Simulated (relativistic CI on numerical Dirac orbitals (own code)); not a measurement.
**Ti+ in a cubic cluster: 2p photoemission with charge transfer**

Computed with a charge-transfer multiplet model of a cubic metal-ligand cluster with up to one ligand hole, Slater and spin-orbit integrals from Dirac-Coulomb-Breit ions, Slater integrals scaled by 0.7. The ground state mixes d3 with configurations of k ligand holes L, whose averages lie at kΔ + k(k − 1)U_dd/2; a core hole lowers each added d electron by U_cd. 300 K, Lorentzian 0.6 eV and Gaussian 0.8 eV FWHM.

Atomic integrals in eV (Slater integrals scaled, ζ unscaled), ground: F2dd 4.733, F4dd 2.905, zeta_d 0.009; with the core hole: F2dd 6.408, F4dd 3.990, zeta_d 0.022, zeta_core 3.746, F2cd 3.430, G1cd 2.435, G3cd 1.380.

Cluster parameters (eV): U_dd = 5.8, U_cd = 6.8, 10Dq = 0.6, 10Dq(ligand) = 1.1, V(eg) = 2.6, V(t2g) = -1.3, final-state hopping factor = 0.9.

```csv
Case,n_d,d3,d4L,S
Δ = 9 eV,3.19,0.81,0.19,1.50
Δ = 10 eV,3.17,0.83,0.17,1.50
Δ = 13 eV,3.13,0.87,0.13,1.50
```

Weights, n_d and S are thermal averages at 300 K. Binding energies count from the first peak over 30 % of the highest in each spectrum, which can be another peak from case to case. The parameters are a model scan and need not match a compound or its usual spin state. Peaks in eV (height, largest 100):
- Δ = 9 eV: 0.0 (100), 6.1 (56), 10.6 (6)
- Δ = 10 eV: 0.0 (100), 6.1 (56)
- Δ = 13 eV: 0.0 (100), 6.1 (57)

Curve for Δ = 9 eV (points under 2 left out, the grid thinned):

E (eV), Intensity and a bar:
```
     -3.3        2.0 
     -2.9        2.6 
     -2.5        3.6 
     -2.1        5.2 #
     -1.8        7.4 ##
     -1.4       13.9 ####
     -1.0       32.2 ##########
     -0.6       68.0 #####################
     -0.2       96.7 ##############################
      0.2       96.9 ##############################
      0.6       76.1 #######################
      0.9       53.3 ################
      1.3       29.7 #########
      1.7       19.4 ######
      2.1       15.3 ####
      2.5       13.4 ####
      2.9       12.2 ###
      3.3       10.5 ###
      3.7        8.8 ##
      4.0        8.3 ##
      4.4        9.0 ##
      4.8       12.1 ###
      5.2       21.4 ######
      5.6       40.0 ############
      6.0       55.1 #################
      6.4       48.4 ###############
      6.7       33.7 ##########
      7.1       19.0 #####
      7.5       13.7 ####
      7.9       11.5 ###
      8.3        9.1 ##
      8.7        6.8 ##
      9.1        5.2 #
      9.5        4.4 #
      9.8        4.5 #
     10.2        5.3 #
     10.6        5.8 #
     11.0        5.3 #
     11.4        4.1 #
     11.8        3.0 
     12.2        2.4 
     12.5        2.1 
     16.4        2.4 
     16.8        2.6 
     17.2        2.1
```

For the case Δ = 10 eV, Δ = 10 eV is larger than U_dd = 5.8 eV, the Mott-Hubbard side of the Zaanen-Sawatzky-Allen scheme. With the core hole the configuration with one ligand hole lies at Δ − U_cd = 2.2, 3.2, 6.2 eV from the one without, in the order of the table; where this is negative the screened configuration lies lower, though the effective hopping of about 5.0 eV (from the holes of the mixed ground state) mixes the two strongly wherever it is as large as the gap.

With at most 1 ligand hole the space is cut while the next configuration still counts, so covalency is underestimated, and a final configuration with one more ligand hole, which can lie low, is missing from the spectra.
